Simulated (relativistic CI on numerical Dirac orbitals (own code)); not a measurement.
Hyperfine structure of Lu⁷⁰⁺, mass number 173

Computed by Dirac equation for one electron, model QED (radiative potential, 1s self-energy scaled to tabulated hydrogen-like ionisation energies) (own radial code, finite nucleus).

Configurations in the expansion: 1s, 2s, 2p, 3s, 3p, 3d, 4s, 4p, 4d, 4f, 5s, 5p, 5d, 5f, 5g, 6s, 6p, 6d. Levels of other configurations are missing.

Nuclear spin I = 7/2, μ = 2.273 μN, Q = 3.53 b (tables of Stone and Pyykkö). The electronic factors are computed for point nuclear moments, without core polarisation or the Bohr-Weisskopf and QED corrections.

```
     Level   E (Ry)  A (GHz)  B (GHz)
 1s 2S_1/2     0.00    91630         
2p 2P°_1/2  4040.66     4598         
 2s 2S_1/2  4042.17    13840         
2p 2P°_3/2  4142.65    534.4     5760
3p 2P°_1/2  4821.12     1403         
 3s 2S_1/2  4821.57     4113         
 3d 2D_3/2  4851.42    97.94      367
3p 2P°_3/2  4851.49    164.6     1810
```

Levels with J = 0, under 50 % of one LS term, or S terms without an open s electron are left out. Small factors come from cancelling terms and can be off by tens of per cent or more.

Task: Give the hyperfine levels of 1s 2S_1/2 relative to its centre of gravity.

Result: With K = F(F + 1) − I(I + 1) − J(J + 1), E = AK/2: F = 3: -206200, F = 4: 160300 GHz.
